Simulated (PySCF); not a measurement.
C3H4O2Si, SMILES C=C1OC(=O)[SiH2]1. Heavy atoms are numbered as in [CH2:1]=[C:2]1[O:3][C:4](=[O:5])[SiH2:6]1. Hydrogens are named by the atom that carries them.

Geometry: PBE0-D3(BJ)/def2-SVP. This is a generated structure with no PubChem entry under its InChIKey; it may be hypothetical.

All values below come from PBE/def2-TZVP (PySCF).

ESP charges are fitted to the potential on shells at 1.4 to 2.0 van der Waals radii. Atomic charges (e), one atom of each kind:

| atom | Löwdin | IAO | Mulliken | ESP fit |
|---|---|---|---|---|
| C1 (CH2) | (withheld) | -0.35 | -0.33 | -0.68 |
| C2 | -0.38 | -0.07 | 0.11 | 0.29 |
| O3 | (withheld) | -0.28 | -0.11 | -0.24 |
| C4 | -0.53 | 0.28 | 0.14 | 0.45 |
| O5 | (withheld) | -0.35 | -0.19 | -0.40 |
| Si6 (SiH2) | 0.38 | 0.60 | 0.10 | 0.06 |
| H on C1 | 0.13 | 0.17 | 0.13 | 0.26 |
| H on Si6 | (withheld) | -0.08 | 0.01 | 0.01 |

Q: Fill in the missing entries. (An estimate is asked for; the answer gives what the named calculation found.)

A: 
- C1 (CH2), Löwdin: -0.22
- O3, Löwdin: 0.33
- O5, Löwdin: 0.18
- H on Si6, Löwdin: -0.01

Computed Mayer and Wiberg (Löwdin basis) orders of the bonds:
```csv
bond,Mayer,Wiberg
C1–C2,1.82,2.15
C2–O3,1.00,1.41
O3–C4,1.04,1.54
C4–O5,2.16,2.83
C2–Si6,0.99,1.05
C4–Si6,0.91,0.98
```
